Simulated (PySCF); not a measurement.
Si(F)(Cl)2(vinyl) (C2H3Cl2FSi), SMILES C=C[Si](F)(Cl)Cl.

The structure is a stationary point at PBE0-D3(BJ)/def2-SVP. Other conformers were not sampled.

Computed with SMD-PBE0/def2-SVP (PySCF).

Solvation free energies are E(SMD) − E(gas) at the gas-phase geometry, for 1 M in both phases. In vacuum the dipole moment is 2.35 D.

Estimate the solvation free energies in water, n-hexane, toluene. (The exact figures need the calculation; the answer reports its results.)


```csv
solvent,ΔG(solv) (kcal/mol),its non-electrostatic (CDS) part,dipole (D)
water,0.6,3.8,2.97
n-hexane,-3.1,-2.0,2.58
toluene,-3.3,-1.9,2.65
```
